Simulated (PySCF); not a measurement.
C4H7BFN, SMILES C1CNB(C=1)CF. Heavy atoms are numbered as in [F:1][CH2:2][B:3]1[CH:4]=[CH:5][CH2:6][NH:7]1. Hydrogens are named by the atom that carries them.

Coordinates come from a PBE0-D3(BJ)/def2-SVP optimisation. The structure was generated by enumeration, and PubChem lists no compound with its InChIKey, so it may never have been made. Other conformers were not sampled.

Method: PySCF with PBE0/pcSseg-1.

GIAO shieldings, no solvent; atoms alike by connectivity are averaged. δ = σ(ref) − σ: ¹⁹F against CFCl3 (σ = 167.2 ppm); ¹³C against TMS (σ = 186.3 ppm); ¹¹B against BF3 (σ = 88.8 ppm); ¹⁵N against NH3 (σ = 267.4 ppm); ¹H against TMS (σ = 31.56 ppm), references at their B3LYP-D3(BJ)/def2-TZVP geometries, non-relativistic.

Question: Estimate the chemical shifts. (Estimate from the structure and the level; the computed values follow.)

Answer: 
| nucleus | atoms | count | δ (ppm) |
|---|---|---|---|
| ¹⁹F | F1 | 1 | -305.6 |
| ¹³C | C5 (CH) | 1 | 163.3 |
| ¹³C | C4 (CH) | 1 | 140.9 |
| ¹³C | C2 (CH2) | 1 | 80.7 |
| ¹³C | C6 (CH2) | 1 | 59.5 |
| ¹¹B | B3 | 1 | 29.0 |
| ¹⁵N | N7 (NH) | 1 | 129.3 |
| ¹H | H on C5 | 1 | 7.63 |
| ¹H | H on C4 | 1 | 6.68 |
| ¹H | H on N7 | 1 | 5.19 |
| ¹H | H on C2 | 2 | 5.16 |
| ¹H | H on C6 | 2 | 4.25 |
